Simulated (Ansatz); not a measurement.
How basis sets differ on CH4BFOSi (SMILES O=CB[SiH2]F)

CH4BFOSi has 9 atoms, charge 0, and is taken as a singlet. SMILES: `O=CB[SiH2]F`. The shape is that of a PBE0-D4/def2-TZVP optimisation. This is one conformer, not always the lowest.

```tsv
atom	x (Å)	y (Å)	z (Å)
O	-0.7895	0.7804	1.7038
C	-0.1283	1.4421	0.9104
B	0.6281	0.1887	0.4958
Si	-0.0772	-1.0076	-0.9450
F	-1.3608	-0.3492	-1.6597
H	-0.2624	2.5250	0.7785
H	1.6087	-0.0849	1.1217
H	0.9640	-1.2026	-1.9919
H	-0.4942	-2.3381	-0.4309
```

Quantity: the dipole moment, in D. The values are calculated.

| level | kind | program | value (D) | CPU time |
| --- | --- | --- | --- | --- |
| HF/STO-3G | Hartree–Fock | Ansatz | 1.52 | 0.98 s |
| HF/3-21G | Hartree–Fock | Ansatz | 2.88 | 1.6 s |
| HF/def2-SVP | Hartree–Fock | Ansatz | 2.83 | 4.7 s |
| HF/6-311G** | Hartree–Fock | Ansatz | 2.84 | 8.2 s |

The values span 1.52 to 2.88 D. Sets without polarisation functions give poor dipoles. Times are those of the runs behind each value, whatever else they computed, on shared processors of several kinds: orders of magnitude only.
